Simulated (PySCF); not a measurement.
**Worked example: oscillator strength and radiative lifetime**

C2H5FOSi2, SMILES O=C1C[SiH2][Si@@H]1F.

Geometry: B3LYP-D3(BJ)/def2-SVP. The structure was generated by enumeration; whether it is a known compound was not checked.

TDA-PBE/def2-SVPD run with PySCF puts the first singlet state with f over 0.02 at 4.78 eV (vertical), with the transition dipole (-0.261, -0.128, 0.378) in atomic units.

Find the oscillator strength, the wavelength and the radiative lifetime that this transition would have in vacuum if emission retraced absorption.


|μ|² = 0.2274 au, so |μ| = 1.21 D. ΔE = 4.78/27.211 = 0.1757 hartree. f = (2/3) ΔE |μ|² = 0.027 (the program prints 0.027).
λ = 1239.84/4.78 = 259 nm; ν = 38553 cm⁻¹.
Einstein's coefficient A = 0.6670 ν² f s⁻¹ (ν in cm⁻¹) = 2.6e7 s⁻¹, so τ = 1/A = 38 ns. This state is S3; the lower singlets have f = 0.001, 0.004. The figure is the radiative limit of this one transition; relaxation, internal conversion, crossing to triplets and a medium change what is measured.
